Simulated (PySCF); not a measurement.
Excitations are Tamm–Dancoff values on a coarser integration grid. The basis has no diffuse functions, so Rydberg states are missing or too high.

Z-matrix (Å, degrees):
```
N
H 1 1.0235
H 1 1.0235 2 108.27
H 1 1.0235 2 108.27 3 117.18
Al 1 2.0109 2 110.64 4 121.41
F 5 1.6707 1 100.35 2 120.03
F 5 1.6707 6 116.85 3 -107.29
F 5 1.6707 6 116.85 3 107.27
```
Charge 0, spin multiplicity 1.

**Question.** Predict the T1 excitation (TDA), HOMO, brightest of the four lowest singlets (TDA), S1–T1 gap (TDA) and dipole moment from PBE-D3(BJ)/def2-TZVP // B3LYP-D3(BJ)/def2-SVP run with PySCF 2.14.0.

**Answer.** 
The T1 excitation (TDA) is 6.87 eV and the HOMO is -8.26 eV. The brightest of the four lowest singlets (TDA) is 7.52 eV, the S1–T1 gap (TDA) comes out as 0.04 eV and the dipole moment is 6.23 D.
